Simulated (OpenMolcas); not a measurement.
I6+: effect of the basis set

| Property | Result |
| --- | --- |
| Program | OpenMolcas |
| Method | CASSCF |
| Active space | 1 electron in 4 orbitals (5s 5p) |
| State averaging | 2S+1 = 2 even, 1 root; 2S+1 = 2 odd, 3 roots |
| Spin-orbit coupling | state interaction with AMFI integrals over the reference wave functions, term energies averaged over their components |

A. ANO-R1 [6s5p3d1f], X2C, finite nucleus; cost roughly 6 core-seconds
B. ANO-RCC-VDZP [6s5p3d1f], DKH2, point nucleus; cost of the order of 6 core-seconds
C. ANO-RCC-VTZP [7s6p4d2f1g], DKH2, point nucleus; cost about 7 core-seconds
D. ANO-R2 [7s6p4d2f1g], X2C, finite nucleus; cost of the order of 8 core-seconds
E. ANO-RCC-VQZP [8s7p5d3f2g], DKH2, point nucleus; cost about 10 core-seconds
F. ANO-R3 [8s7p5d4f3g2h], X2C, finite nucleus; cost about 20 core-seconds

Energies in cm-1 above 5s 2S 1/2, the measured ground level; measured values from Moore, Atomic Energy Levels, vol. III, NSRDS-NBS 35 (1971 reprint of NBS Circular 467, 1958).

| Level | A | B | C | D | E | F | Measured |
| --- | --- | --- | --- | --- | --- | --- | --- |
| 5s 2S 1/2 | 0.0 | 0.0 | 0.0 | 0.0 | 0.0 | 0.0 | 0.0 |
| 5p 2P* 1/2 | 95132 | 106154 | 104827 | 103662 | 104388 | 104912 | 104960 |
| 5p 2P* 3/2 | 108717 | 118668 | 118827 | 116910 | 116962 | 117414 | 119960 |

Deviations, from unrounded energies. A percentage is the sum of absolute deviations over the sum of measured energies, with the sign that they share, or ± where signs differ.

```tsv
Against measurement	Levels	A	B	C	D	E	F
mean absolute deviation (cm-1)	2	11000	1200	630	2200	1800	1300
other configurations (%)	2	-9.4	±1.1	-0.6	-1.9	-1.6	-1.2
```

C lies closest to measurement on these levels and A furthest from it. The largest miss of C in the table is 5p 2P* 3/2, by -1100 cm-1. The ranking rests on the paired levels alone, and a cruder setting can come out closer through cancelling errors.

Among A to F the level of the table that moves most is 5p 2P* 1/2, by 11000 cm-1 (lowest in A, highest in B).

With one active electron the reference holds no correlation, so core polarisation is missing. The basis is small and was not contracted for so high a charge (holds for A; B). Computed and measured levels are paired by configuration, term and J; levels that our copy of the source lacks, or whose pairing is in doubt (as where it misses far off the trend of its configuration), stay unpaired and out of the deviations. Levels of configurations outside the active space are missing.

* marks odd parity.
